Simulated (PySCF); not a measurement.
Converging BI in the basis (PBE0)

PySCF, UKS reference; singlet, unpaired electrons none; De to B + I without counterpoise correction.

```csv
basis,relativity,functions,Re (Å),ωe (cm⁻¹),De (eV),μ (D)
cc-pVDZ/cc-pVDZ-PP,scalar-relativistic core potentials,37,2.148,585,3.73,1.23
x2c-SVPall,spin-free X2C,50,2.127,597,3.81,1.62
aug-cc-pVDZ/aug-cc-pVDZ-PP,scalar-relativistic core potentials,55,2.145,580,3.74,1.31
cc-pVTZ/cc-pVTZ-PP,scalar-relativistic core potentials,69,2.139,581,3.74,1.32
def2-TZVPP,scalar-relativistic core potentials,81,2.131,582,3.76,1.40
```

(1) How does each smaller set differ from the one with most functions, def2-TZVPP?

A positive dipole means B(−)I(+). Spin–orbit coupling is left out, which matters for elements this heavy, above all for dissociation energies.

Results:

(1) cc-pVDZ/cc-pVDZ-PP: +1.7 pm, +0.5 % in ωe, -0.03 eV in De; x2c-SVPall: -0.4 pm, +2.6 % in ωe, +0.05 eV in De; aug-cc-pVDZ/aug-cc-pVDZ-PP: +1.4 pm, -0.3 % in ωe, -0.02 eV in De; cc-pVTZ/cc-pVTZ-PP: +0.8 pm, -0.2 % in ωe, -0.02 eV in De. All at PBE0; the set with most functions is neither the basis-set limit nor always the best. The rows treat relativity differently, so the differences are not basis effects alone.
